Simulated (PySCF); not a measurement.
```
wavenumber (cm⁻¹)  absorption (km/mol per cm⁻¹)
                0                         0.007
               15                         0.008
               30                         0.009
               45                         0.009
               60                         0.010
               75                         0.011
               90                         0.012
              105                         0.014
              120                         0.015
              135                         0.017
              150                         0.020
              165                         0.023
              180                         0.028
              195                         0.035
              210                         0.051
              225                         0.101
              240                         0.160
              255                         0.095
              270                         0.101
              285                         0.145
              300                         0.268
              315                         0.743
              330                         1.382
              345                         0.556
              360                         0.488
              375                         0.901
              390                         2.932
              405                         3.249
              420                         0.934
              435                         0.395
              450                         0.221
              465                         0.147
              480                         0.109
              495                         0.090
              510                         0.079
              525                         0.075
              540                         0.076
              555                         0.081
              570                         0.092
              585                         0.112
              600                         0.146
              615                         0.206
              630                         0.327
              645                         0.623
              660                         1.621
              675                         5.484
              690                         2.850
              705                         1.007
              720                         0.678
              735                         0.977
              750                         2.826
              765                         1.728
              780                         0.562
              795                         0.271
              810                         0.163
              825                         0.111
              840                         0.081
              855                         0.063
              870                         0.050
              885                         0.042
```

This is the computed harmonic infrared spectrum of singlet IF₇, Lorentzian lines of 22 cm⁻¹ full width. Computed with PySCF, PBE0, basis I def2-SVP with ECP28, F def2-SVP (scalar-relativistic core potentials, no spin–orbit coupling, density fitting).

Question: Which bands make it up, and how are they assigned?

Answer: In D5h symmetry, counting bands above 1 % of the strongest: 236 cm⁻¹ (e1', bend, 4.3 km/mol); 327 cm⁻¹ (a2'', bend, 48 km/mol); 398 cm⁻¹ (e1', bend, 154 km/mol); 678 cm⁻¹ (e1', stretch, 204 km/mol); 754 cm⁻¹ (a2'', stretch, 108 km/mol).
